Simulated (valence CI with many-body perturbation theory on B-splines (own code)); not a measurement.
## Energy levels of S⁺

Computed by valence CI with perturbative core correlation (CI+MBPT): five valence electrons over a frozen Dirac-Fock core [Ne], a basis of 10 s, 10 p, 9 d, 7 f, 4 g, 2 h functions for each j, with the one-electron correlation potential Σ1, the two-electron term Σ2, the three-electron term Σ3, Breit, model QED; selected CI, second order for the rest, scaled by the run's own slope (own B-spline code, finite nucleus).

Set against measurement, 49 paired levels are off by 60 cm⁻¹ on average, the worst by 187. Among the levels kept, up to 890 cm⁻¹ of a level comes from second order outside the variational space, and about a tenth of that is noise between levels of different J, which matters for small intervals.

Levels 1 to 45 of 50, with energies above the lowest level, 3s2 3p3 4S°_3/2. "Leading %" is the weight of the configuration and term that name the level; weights of strongly mixed levels are sums over their largest components and can fall short.

```csv
No.,Configuration,Term,J,E (eV),Leading %,g,Second component
1,3s2 3p3,4S°,3/2,0.000,94,2.002,
2,3s2 3p3,2D°,3/2,1.857,93,0.801,
3,3s2 3p3,2D°,5/2,1.860,93,1.200,
4,3s2 3p3,2P°,1/2,3.064,92,0.666,
5,3s2 3p3,2P°,3/2,3.069,92,1.333,
6,3s 3p4,4P,5/2,9.831,79,1.601,13 % 3s2 3p2 3d 4P
7,3s 3p4,4P,3/2,9.876,79,1.735,14 % 3s2 3p2 3d 4P
8,3s 3p4,4P,1/2,9.901,79,2.670,14 % 3s2 3p2 3d 4P
9,3s 3p4,2D,3/2,12.135,61,0.800,28 % 3s2 3p2 3d 2D
10,3s 3p4,2D,5/2,12.138,61,1.200,29 % 3s2 3p2 3d 2D
11,3s2 3p2 3d,2P,3/2,13.089,73,1.333,17 % 3s 3p4 2P
12,3s2 3p2 3d,2P,1/2,13.144,73,0.666,17 % 3s 3p4 2P
13,3s2 3p2 4s,4P,1/2,13.580,91,2.667,
14,3s2 3p2 4s,4P,3/2,13.614,91,1.734,
15,3s2 3p2 3d,4F,3/2,13.659,91,0.400,
16,3s2 3p2 4s,4P,5/2,13.668,91,1.601,
17,3s2 3p2 3d,4F,5/2,13.676,91,1.030,
18,3s2 3p2 3d,4F,7/2,13.700,91,1.239,
19,3s2 3p2 3d,4F,9/2,13.731,91,1.334,
20,3s2 3p2 4s,2P,1/2,14.000,90,0.669,
21,3s2 3p2 4s,2P,3/2,14.065,90,1.334,
22,3s2 3p2 3d,4D,1/2,14.153,91,-0.002,
23,3s2 3p2 3d,4D,3/2,14.158,91,1.199,
24,3s2 3p2 3d,4D,5/2,14.163,86,1.343,5 % 3s2 3p2 3d 2F
25,3s2 3p2 3d,4D,7/2,14.168,83,1.405,8 % 3s2 3p2 3d 2F
26,3s2 3p2 3d,2F,5/2,14.239,86,0.885,5 % 3s2 3p2 3d 4D
27,3s2 3p2 3d,2F,7/2,14.297,83,1.167,8 % 3s2 3p2 3d 4D
28,3s 3p4,2S,1/2,14.874,55,2.002,37 % 3s2 3p2 3d 2S
29,3s2 3p2 4s,2D,3/2,15.077,90,0.800,
30,3s2 3p2 4s,2D,5/2,15.077,90,1.201,
31,3s2 3p2 4p,2S°,1/2,15.550,90,2.000,
32,3s2 3p2 3d,2G,9/2,15.782,92,1.111,
33,3s2 3p2 3d,2G,7/2,15.783,92,0.889,
34,3s2 3p2 4p,4D°,1/2,15.842,90,0.005,
35,3s2 3p2 4p,4D°,3/2,15.862,90,1.204,
36,3s2 3p2 4p,4D°,5/2,15.894,90,1.374,
37,3s2 3p2 4p,4D°,7/2,15.938,91,1.429,
38,3s2 3p2 4p,4P°,1/2,16.085,91,2.661,
39,3s2 3p2 4p,4P°,3/2,16.095,85,1.730,5 % 3s2 3p2 4p 4S°
40,3s2 3p2 4p,4P°,5/2,16.129,86,1.580,
41,3s2 3p2 4p,2D°,3/2,16.194,89,0.818,
42,3s2 3p2 3d,4P,5/2,16.197,76,1.601,11 % 3s 3p4 4P
43,3s2 3p2 3d,4P,3/2,16.224,75,1.734,11 % 3s 3p4 4P
44,3s2 3p2 4p,4S°,3/2,16.235,85,1.984,5 % 3s2 3p2 4p 4P°
45,3s2 3p2 3d,4P,1/2,16.239,75,2.669,11 % 3s 3p4 4P
```

Names give the largest LS component (configuration and term), which can be under half, so a name can repeat, a term be missing and a line seem to break the LS rules; names also repeat where a configuration has a term twice.

The ionisation energy to 3s2 3p2 3P_0 of the next ion comes out as 23.329 eV (NIST: 23.3379 eV (measured)). All 50 levels together are meant to be complete up to 16.892 eV.
